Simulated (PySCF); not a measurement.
Computed IR spectrum (relative IR intensity) of a molecule C4H8Si. Coordinates come from a B3LYP-D3(BJ)/def2-SVP optimisation. One conformer was computed; it need not be the lowest. All values below come from PySCF with B3LYP-D3(BJ)/def2-SVP. Frequencies are harmonic and unscaled.

Lines under 2 % of the strongest are left out, and lines within 2 cm⁻¹ are merged.

| ν (cm⁻¹) | relative intensity |
|---|---|
| 332 | 7.2 |
| 348 | 8.2 |
| 580 | 9.3 |
| 623 | 5.0 |
| 674 | 9.4 |
| 739 | 28 |
| 747 | 15 |
| 779 | 27 |
| 860 | 28 |
| 902 | 100 |
| 908 | 54 |
| 1268 | 12 |
| 1273 | 5.0 |
| 1443 | 2.3 |
| 2146 | 14 |
| 2211 | 60 |
| 3030 | 3.8 |
| 3122 | 5.8 |
| 3128 | 4.3 |
| 3456 | 21 |

Which structure fits?
A. [SiH3][C@@H]1C=CC1
B. C#C[SiH](C)C
C. C[C@@H]1C=C[SiH2]1
D. C1=C[SiH2]CC1

B, C#C[SiH](C)C
